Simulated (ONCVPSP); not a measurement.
# In: one change to an ONCV potential, before and after

| Quantity | Value |
| --- | --- |
| Element | indium |
| Generator | ONCVPSP 4.0.1 |
| Type | optimised norm-conserving Vanderbilt (ONCV) |
| Functional | PBEsol |
| Relativity | scalar-relativistic |
| Frozen core | [Kr] |
| Valence charge | 13 |
| Reference configuration | 4d10 5s2 (charge +1) |
| Partial waves | 5s: rc 2.00 bohr, ncon 4, nbas 7, qcut 2.9 1/bohr, 3 projectors, debl 1 Ha; p scattering state at 0.2 Ha: rc 2.15 bohr, ncon 4, nbas 8, qcut 4 1/bohr, 1 projector; 4d: rc 1.35 bohr, ncon 4, nbas 9, qcut 13.3 1/bohr, local |
| Local potential | the d channel |
| Core correction | Teter function fitted to the true core (icmod 2), fcfact 0.2 |

In the p channel the program set the typed energies aside and used 0.050 Ha.

All-electron outer shells of the reference configuration (PBEsol, scalar-relativistic, ld1.x):

| shell | level (eV) | outermost node (bohr) | outermost maximum (bohr) |
| --- | --- | --- | --- |
| 4p | -85.52 | 0.42 | 0.82 |
| 4d | -26.07 | 0.40 | 0.94 |
| 5s | -14.98 | 1.02 | 2.11 |

Change: all radii but the core radius scaled by about 1.24 (s 2.48, p 2.68, d 1.68 bohr).

Cutoffs: the cutoffs (Ha) at which the residual kinetic energy of the hardest occupied pseudo-wave falls to 1 and 0.1 mHa per electron; they do not see the model core or the augmentation charge, which bear on the density cutoff. Errors are all-electron minus pseudo energies relative to the spin-unpolarised reference configuration.

Problem. How do hardness, ghosts and transferability respond?

Solution. The potential gets softer (45 Ha and 55 Ha → 33 Ha and 51 Ha); both files keep a bound ghost (p, s); of the 4 tests that both files solve, the error grows in 2 and shrinks in 2 by more than 15 % and 0.3 meV (median size 25.6 → 11.3 meV). A larger radius leaves more room for a smooth pseudo-wave, so fewer plane waves are needed.

| quantity | base | changed |
| --- | --- | --- |
| cutoff, loose | 45 Ha | 33 Ha |
| cutoff, tight | 55 Ha | 51 Ha |
| loose cutoff by channel | s 9.5 Ha, d 45 Ha | s 6.6 Ha, d 33 Ha |
| bound ghosts | s, p | s, p |
| GHOST(+) flags under 300 eV | s at 260.1 eV | none |
| error for 4d10 5s2 5p1, meV [ΔE -5.36 eV] | +17 | +1.2 |
| error for 4d10 5s1, meV [ΔE 19.28 eV] | -8.6 | -10 |
| error for 4d10 5s0, meV [ΔE 47.55 eV] | -34 | -50 |
| error for 4d10 5s0 5p3, meV [ΔE 6.65 eV] | +35 | -12 |
| rms error of d²Exc/dni dnj with the model core, mHa | 2.74 | 2.79 |

 A true bound ghost makes a file unfit for plane-wave use even where its test errors are small: the radial tests pick states by their node count and pass the ghost by.
